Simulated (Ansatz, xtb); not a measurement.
## Ranking isomers of C6H9Cl2+

6 gas-phase structures of C6H9Cl2+, from a drawn sample of its isomers (lower ones may exist). Each was relaxed with GFN2-xTB; where two conformers were screened, the lower at r2SCAN-D4/def2-SVP is listed:

A. `C=C[C+](CCl)CCCl`, a singlet
B. `C[C+](/C=C/CCl)CCl`, a singlet
C. `C[CH+]/C=C/CC(Cl)Cl`, a singlet
D. a singlet given by its coordinates
E. a singlet given by its coordinates
F. `C=C[C+](C)CC(Cl)Cl`, a singlet

E (Å):

```xyz
17

C    -1.2316    1.7065   -1.9445
C     0.1930    1.6510   -1.6388
C     0.8429    0.7957   -0.7904
C     0.2475   -0.2720   -0.1105
C     1.0557   -1.2606    0.6785
C     0.3421   -1.2838    2.0288
Cl   -0.4865    0.3606    1.9469
Cl    1.3955   -1.3852    3.4258
H    -1.6058    2.7015   -1.6875
H    -1.8332    0.9578   -1.4413
H    -1.3717    1.6368   -3.0261
H     0.8013    2.3897   -2.1488
H     1.8991    0.9598   -0.6202
H    -0.7374   -0.6009   -0.4178
H     2.0823   -0.9147    0.8038
H     1.0733   -2.2442    0.2053
H    -0.4596   -2.0190    2.1115
```

Close contacts (Å): C1–C2 1.46, C2–C3 1.37, C3–C4 1.40, C4–C5 1.50, C4–Cl7 2.27, C5–C6 1.53, C6–Cl7 1.84, C6–Cl8 1.75, C1–H9 1.09, C1–H10 1.08, C1–H11 1.09, C2–H12 1.08, C3–H13 1.08, C4–H14 1.08, C5–H15 1.09, C5–H16 1.09, C6–H17 1.09.

D (Å):

```
atom    x (Å)    y (Å)    z (Å)
   C   0.2430  -1.0692  -1.8587
   C  -0.2781  -0.4630  -0.6149
   C   0.3913   0.5094   0.0062
   C  -0.0598   1.1640   1.2588
   C   1.6860   0.9895  -0.6039
   C   1.5128   1.5177  -2.0160
  Cl   0.6306   0.2649  -3.0614
  Cl   3.0529   1.8642  -2.8095
   H   1.1858  -1.6023  -1.7243
   H  -0.4802  -1.7000  -2.3716
   H  -1.2258  -0.8214  -0.2484
   H  -0.2074   2.2309   1.0988
   H   0.7002   1.0547   2.0307
   H  -0.9878   0.7313   1.6188
   H   2.1003   1.8089  -0.0125
   H   2.4218   0.1805  -0.6070
   H   0.8656   2.3961  -2.0695
```

Close contacts (Å): C1–C2 1.48, C1–Cl7 1.84, C2–C3 1.33, C3–C4 1.48, C3–C5 1.51, C5–C6 1.52, C6–Cl7 1.85, C6–Cl8 1.77, C1–H9 1.09, C1–H10 1.09, C2–H11 1.08, C4–H12 1.09, C4–H13 1.09, C4–H14 1.09, C5–H15 1.09, C5–H16 1.09, C6–H17 1.09.

**Question.** Make a reasoned guess at their ranking by r2SCAN-D4/def2-SVP single-point energy.

**Answer.** Calculated order at r2SCAN-D4/def2-SVP: C (0.0), B (0.7), F (5.7), E (8.0), D (9.9), A (11.5) kcal/mol. Less than 1 kcal/mol parts C and B, so the order within that pair means little. CCSD(T)/def2-SVP + ΔMP2/def2-TZVPP after further relaxation puts B lowest instead.

Energies above the lowest of each column, in kcal/mol; the last columns are at B3LYP-D3(BJ)/def2-SVP geometries and were run for some of them only (a dash: not run or not comparable):

```
structure  GFN2-xTB  HF/STO-3G  r2SCAN-D4/def2-SVP  B3LYP-D3(BJ)/def2-SVP  CCSD(T)/def2-SVP + ΔMP2/def2-TZVPP
        C      11.5        0.0                 0.0                    0.4                                 1.6
        B       6.4        1.8                 0.7                    0.0                                 0.0
        F      12.8        8.5                 5.7                    4.6                                 4.8
        E      12.1        8.5                 8.0                      –                                   –
        D       0.0        6.2                 9.9           relaxes to F                                   –
        A      18.9       10.6                11.5                      –                                   –
```

CCSD(T)/def2-SVP + ΔMP2/def2-TZVPP puts B lowest of those it was run on; GFN2-xTB picks D, HF/STO-3G picks C, r2SCAN-D4/def2-SVP picks C. CCSD(T)/def2-SVP + ΔMP2/def2-TZVPP orders those it was run on as B (0.0), C (1.6), F (4.8) kcal/mol. Flexible structures stand in one conformer each, not always the lowest. Frequencies (GFN2-xTB) were run for B, C, F alone. ΔMP2 is the change of the MP2 energy from the smaller to the larger basis.

Over these structures GFN2-xTB departs from r2SCAN-D4/def2-SVP by 4.8 kcal/mol on average once a common shift is removed. A GFN2-xTB relaxation took about 0.26 s and the r2SCAN-D4/def2-SVP energy about 2.6 s on a shared host (Ansatz 0.2.0, xtb 6.7.1).
